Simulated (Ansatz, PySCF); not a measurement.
Gas-phase reaction R1 → P1 + P2, each structure at its B3LYP-D3(BJ)/def2-TZVP stationary point, reached from a drawn start (curvature not checked).
R1: BH3 (SMILES B), charge 0, multiplicity 1.
P1, BH (SMILES [BH]) (charge 0, multiplicity 1, Z-matrix in Å and degrees):
```
B
H 1 1.2330
```
P2, H2 (SMILES [H][H]) (charge 0, multiplicity 1):
```xyz
2

H      0.000     0.000     0.372
H      0.000     0.000    -0.372
```

P less R. No zero-point or thermal terms.

Correlated levels freeze the cores. CBS: X⁻³ extrapolation of the correlation energy, Hartree–Fock from the larger set.

The values were computed with Ansatz (a first-principles code); PySCF for the D3/D4 terms. No computed number here is a measurement.

PBE/def2-TZVPP gives 387.8 kJ/mol for the reaction energy.

Where do these levels fall relative to PBE: PBE-D3(BJ)/def2-TZVPP, r2SCAN/def2-TZVPP, PBE0/def2-TZVPP, wB97M-V/def2-TZVPP, B2PLYP/def2-TZVPP, MP2/CBS(cc-pVTZ, cc-pVQZ), CCSD(T)/CBS(cc-pVTZ, cc-pVQZ).

PBE-D3(BJ)/def2-TZVPP 1.2; r2SCAN/def2-TZVPP 11.0; PBE0/def2-TZVPP 6.5; wB97M-V/def2-TZVPP -13.3; B2PLYP/def2-TZVPP -7.2; MP2/CBS(cc-pVTZ, cc-pVQZ) -1.3; CCSD(T)/CBS(cc-pVTZ, cc-pVQZ) -27.6 kJ/mol. 3 of 7 lie above PBE; the widest gap is to CCSD(T)/CBS(cc-pVTZ, cc-pVQZ).
